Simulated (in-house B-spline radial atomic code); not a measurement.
A calculation on Kr VIII (Kr7+) (an excited or competing configuration): its settings, and results tabulated from the run. Computed with a B-spline radial code for spherical atoms: scalar-relativistic (X2C) B97-1, spin-polarised, spherical fractional occupations, Fermi nucleus of rms radius 4.1884 fm.

Command:
```bash
python run_scf.py task.json out
```
Settings (nuclear radius in fm, mass in u):
```
Z                36
configuration    [Ar] 3d10 4f1
hamiltonian      x2c
method           b97_1
spin_polarised   True
nucleus          fermi
rms_radius       4.1884
atomic_mass      83.9115
speed_of_light   137.035999084
```

Output (hartree, bohr):
```
 radial grid: 66 intervals, B-splines of order 8, outer radius 13.5065 bohr

 iter        energy (Eh)    residual
    1       -2752.264831    1.09e+00
    2       -2764.369410    8.95e-01
    3       -2773.096718    1.83e-01
    4       -2773.524686    3.74e-02
    5       -2773.533216    2.00e-02
    6       -2773.538636    1.40e-03
    7       -2773.538652    6.69e-05
    8       -2773.538652    1.09e-05
    9       -2773.538652    4.34e-07
   10       -2773.538652    8.88e-09

 total energy                     -2773.53865
 kinetic                            2848.0700
 electron-nucleus                  -6571.2938
 Hartree                            1043.3010
 exact exchange                      -19.3369
 exchange-correlation                -74.2789

 orbital      occ     eigenvalue          <r>       <r^2>       <1/r>       r_max
 1s up      1.000      -526.3396    0.0410528  0.00228178     37.6764     0.02658
 1s down    1.000      -526.3396    0.0410528  0.00228178     37.6764     0.02658
 2s up      1.000       -73.7463     0.183041   0.0395698     8.32841      0.1541
 2s down    1.000       -73.7465     0.183041   0.0395699      8.3284      0.1541
 2p up      3.000       -65.7087     0.159909   0.0313032     8.00173      0.1232
 2p down    3.000       -65.7089     0.159909   0.0313033     8.00172      0.1232
 3s up      1.000       -14.4243     0.527423    0.319349     2.74087      0.4665
 3s down    1.000       -14.4227     0.527327    0.319232     2.74141      0.4665
 3p up      3.000       -11.8410     0.536009    0.335258     2.56894      0.4625
 3p down    3.000       -11.8391     0.535893    0.335117     2.56954      0.4625
 3d up      5.000        -7.5584     0.540997    0.355905     2.30995      0.4086
 3d down    5.000        -7.5563     0.540743    0.355471     2.31073      0.4085
 4f up      1.000        -1.8622      2.14484     5.17121    0.534725       1.935
```

Time taken, with all properties: 0.24 s on 1 thread of Intel(R) Xeon(R) Platinum 8488C, on a shared host.

Caution: exact exchange at fractional occupations of open shells leaves self-interaction of up to several eV.

One-electron X2C: radii and densities carry no picture-change correction, so inner-shell <1/r> comes out high (for 1s by about 2 % at Z = 33, 5 % at 54, 10 % at 75, 30 % at 118) and <r> low.
